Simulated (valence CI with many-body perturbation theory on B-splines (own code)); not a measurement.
**Level structure of Al7+**

Computed by configuration interaction combined with many-body perturbation theory (CI+MBPT): four valence electrons over a frozen Dirac-Fock core [He], a basis of 11 s, 11 p, 10 d, 8 f, 5 g, 2 h functions for each j, with the one-electron correlation potential Σ1 (screened to all orders), the two-electron term Σ2, the three-electron term Σ3, Breit, model QED; selected single and double excitations, second order for the rest, scaled by the run's own slope (own B-spline code, finite nucleus).

No measured levels were compared; by estimate levels hold to about 100 cm⁻¹ or 0.05 % of their energy and the worst to 300 or 400 cm⁻¹, as in measured light ions of charge 2 to 7. Among the levels kept, up to 1500 cm⁻¹ of a level comes from second order outside the variational space, and about a tenth of that is noise between levels of different J, which matters for small intervals.

Levels 46 to 90 of 207, with energies above the lowest level, 2s2 2p2 3P_0. "Leading %" is the weight of the configuration and term that name the level; weights of strongly mixed levels are sums over their largest components and can fall short. In the jj column 3d3/2^4 stands for four electrons in 3d with j = 3/2.

```
No.  Configuration  Term  J  E (eV)  Leading %                   Leading jj      g
 46      2s2 2p 3d   3P°  1  184.92         90      2s^2 2p3/2 3d3/2 (70 %)  1.453
 47      2s2 2p 3d   3P°  0  184.99         95      2s^2 2p3/2 3d3/2 (95 %)       
 48      2s 2p2 3s    3P  0  186.37         91         2s 2p1/2^2 3s (42 %)       
 49      2s 2p2 3s    3P  1  186.53         91     2s 2p1/2 2p3/2 3s (73 %)  1.501
 50      2s 2p2 3s    3P  2  186.83         91         2s 2p3/2^2 3s (54 %)  1.500
 51      2s2 2p 3d   1F°  3  187.13         94      2s^2 2p3/2 3d3/2 (40 %)  1.001
 52      2s2 2p 3d   1P°  1  187.24         94      2s^2 2p3/2 3d5/2 (65 %)  0.999
 53      2s 2p2 3p   3S°  1  189.80         96      2s 2p3/2^2 3p3/2 (29 %)  2.003
 54      2s 2p2 3p   5D°  0  190.53         99      2s 2p1/2^2 3p1/2 (39 %)       
 55      2s 2p2 3p   5D°  1  190.59         99  2s 2p1/2 2p3/2 3p1/2 (41 %)  1.505
 56      2s 2p2 3p   5D°  2  190.71         98  2s 2p1/2 2p3/2 3p1/2 (44 %)  1.504
 57      2s 2p2 3p   5D°  3  190.88         98  2s 2p1/2 2p3/2 3p3/2 (61 %)  1.502
 58      2s 2p2 3p   5D°  4  191.12         99      2s 2p3/2^2 3p3/2 (64 %)  1.500
 59      2s 2p2 3p   5P°  1  191.66         98  2s 2p1/2 2p3/2 3p1/2 (43 %)  2.495
 60      2s 2p2 3p   5P°  2  191.76         98  2s 2p1/2 2p3/2 3p3/2 (29 %)  1.831
 61      2s 2p2 3p   5P°  3  191.94         98  2s 2p1/2 2p3/2 3p3/2 (40 %)  1.665
 62      2s 2p2 3p   3D°  1  193.83         98  2s 2p1/2 2p3/2 3p3/2 (48 %)  0.502
 63      2s 2p2 3p   3D°  2  193.98         98  2s 2p1/2 2p3/2 3p3/2 (49 %)  1.169
 64      2s 2p2 3p   3D°  3  194.22         98      2s 2p3/2^2 3p3/2 (41 %)  1.335
 65      2s 2p2 3p   5S°  2  194.73         98  2s 2p1/2 2p3/2 3p3/2 (33 %)  2.000
 66      2s 2p2 3p   3P°  0  195.51         98  2s 2p1/2 2p3/2 3p3/2 (69 %)       
 67      2s 2p2 3p   3P°  1  195.57         98  2s 2p1/2 2p3/2 3p3/2 (37 %)  1.498
 68      2s 2p2 3p   3P°  2  195.68         98  2s 2p1/2 2p3/2 3p3/2 (34 %)  1.499
 69      2s 2p2 3s    3D  3  196.56         96     2s 2p1/2 2p3/2 3s (62 %)  1.334
 70      2s 2p2 3s    3D  2  196.56         96     2s 2p1/2 2p3/2 3s (64 %)  1.167
 71      2s 2p2 3s    3D  1  196.56         97     2s 2p1/2 2p3/2 3s (66 %)  0.498
 72      2s 2p2 3s    1D  2  199.41         97     2s 2p1/2 2p3/2 3s (64 %)  1.000
 73      2s 2p2 3d    5F  1  199.59         99  2s 2p1/2 2p3/2 3d3/2 (41 %)  0.002
 74      2s 2p2 3d    5F  2  199.66         98  2s 2p1/2 2p3/2 3d3/2 (48 %)  1.003
 75      2s 2p2 3d    5F  3  199.75         98  2s 2p1/2 2p3/2 3d3/2 (41 %)  1.253
 76      2s 2p2 3d    5F  4  199.88         98  2s 2p1/2 2p3/2 3d5/2 (57 %)  1.352
 77      2s 2p2 3d    5F  5  200.05         99      2s 2p3/2^2 3d5/2 (64 %)  1.400
 78      2s 2p2 3d    5D  0  201.07         99  2s 2p1/2 2p3/2 3d3/2 (84 %)       
 79      2s 2p2 3d    5D  1  201.07         98  2s 2p1/2 2p3/2 3d3/2 (62 %)  1.503
 80      2s 2p2 3d    5D  2  201.10         96  2s 2p1/2 2p3/2 3d3/2 (31 %)  1.503
 81      2s 2p2 3d    5D  3  201.14         95  2s 2p1/2 2p3/2 3d5/2 (26 %)  1.502
 82      2s 2p2 3d    5D  4  201.24         98  2s 2p1/2 2p3/2 3d5/2 (49 %)  1.499
 83      2s 2p2 3d    5P  3  202.22         95  2s 2p1/2 2p3/2 3d5/2 (46 %)  1.663
 84      2s 2p2 3d    5P  2  202.34         93      2s 2p3/2^2 3d3/2 (36 %)  1.816
 85      2s 2p2 3d    5P  1  202.42         97      2s 2p3/2^2 3d3/2 (53 %)  2.489
 86      2s 2p2 3d    3P  2  202.52         94  2s 2p1/2 2p3/2 3d5/2 (40 %)  1.512
 87      2s 2p2 3d    3P  1  202.72         97      2s 2p3/2^2 3d5/2 (45 %)  1.505
 88      2s 2p2 3d    3P  0  202.82         98      2s 2p3/2^2 3d5/2 (65 %)       
 89      2s 2p2 3d    3F  2  203.75         99  2s 2p1/2 2p3/2 3d5/2 (47 %)  0.667
 90      2s 2p2 3d    3F  3  203.92         99  2s 2p1/2 2p3/2 3d5/2 (39 %)  1.084
```
